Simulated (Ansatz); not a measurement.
Geometry optimisation, Ansatz, DFT PBE, scalar-relativistic, plane waves, PAW.

Input:

```yaml
crystal:
  lattice:
    - [8.1, 0.0, 0.0]
    - [0.0, 5.727565, 0.0]
    - [0.0, 0.0, 16.295674]
  atoms:
    - { symbol: Al, position: [0.25, 0.25, 0.061366] }
    - { symbol: Al, position: [0.75, 0.25, 0.061366] }
    - { symbol: Al, position: [0.25, 0.75, 0.061366] }
    - { symbol: Al, position: [0.75, 0.75, 0.061366] }
    - { symbol: Al, position: [0.0, 0.0, 0.1492354] }
    - { symbol: Al, position: [0.5, 0.0, 0.1492354] }
    - { symbol: Al, position: [0.0, 0.5, 0.1492354] }
    - { symbol: Al, position: [0.5, 0.5, 0.1492354] }
    - { symbol: Al, position: [0.25, 0.25, 0.2371048] }
    - { symbol: Al, position: [0.75, 0.25, 0.2371048] }
    - { symbol: Al, position: [0.25, 0.75, 0.2371048] }
    - { symbol: Al, position: [0.75, 0.75, 0.2371048] }
    - { symbol: Al, position: [0.0, 0.0, 0.3249742] }
    - { symbol: Al, position: [0.5, 0.0, 0.3249742] }
    - { symbol: Al, position: [0.0, 0.5, 0.3249742] }
    - { symbol: Al, position: [0.5, 0.5, 0.3249742] }
    - { symbol: Mg, position: [0.3321342, 0.3486557, 0.4569111] }
basis:
  ecutwfc: 420.0
kpoints:
  mp_grid: { grid: [2, 3, 1] }
hamiltonian:
  xc: pbe
scf:
  occupations: { method: gaussian, width: 0.05 }
  lower_state_search: "off"
relax:
  f_tol: 0.03
  max_steps: 60
  adjacent_minimum: "off"
  constraints: [{ sites: [0, 1, 2, 3] }]
```

Launched with:

```bash
$ ansatz run input.yaml --threads 1 --pin off --max-ram 3072MiB --backend cpu --events-out ev --progress --plain --runs-dir out
```

Where does it end, and by what steps?

It converged. Limits of this set-up: coarse k mesh, thin slab, slab without dipole correction. After 8 steps the energy has fallen by 1.086 eV; Mg17 moved furthest, 1.34 Å. Joined: Al9–Mg17, Al13–Mg17, Al15–Mg17.

```tsv
step	energy less start (eV)	largest force component (eV/Å)	accepted
0	0.0000	0.744	yes
1	-0.2770	0.461	yes
2	-0.4867	0.646	yes
3	-0.6640	0.649	yes
4	-0.8302	0.583	yes
5	-0.9664	0.336	yes
6	-1.0554	0.132	yes
7	-1.0839	0.054	yes
8	-1.0856	0.021	yes
```

```xyz
17
Lattice="8.1000 0.0000 0.0000 0.0000 5.7276 0.0000 0.0000 0.0000 16.2957" Properties=species:S:1:pos:R:3
Al 2.025 1.432 1.000
Al 6.075 1.432 1.000
Al 2.025 4.296 1.000
Al 6.075 4.296 1.000
Al 0.009 -0.002 2.248
Al 4.045 0.000 2.249
Al 0.007 2.870 2.249
Al 4.047 2.867 2.249
Al 2.034 1.436 3.593
Al 6.082 1.435 3.729
Al 2.033 4.297 3.698
Al 6.083 4.302 3.721
Al 0.020 -0.012 4.967
Al 4.050 -0.012 4.968
Al 0.013 2.888 4.967
Al 4.058 2.888 4.967
Mg 2.037 1.453 6.414
```

Time of the run: 63 s on 1 thread of Intel(R) Xeon(R) Platinum 8375C CPU @ 2.90GHz (Ice Lake), on a shared host, peak memory 0.75 GiB.
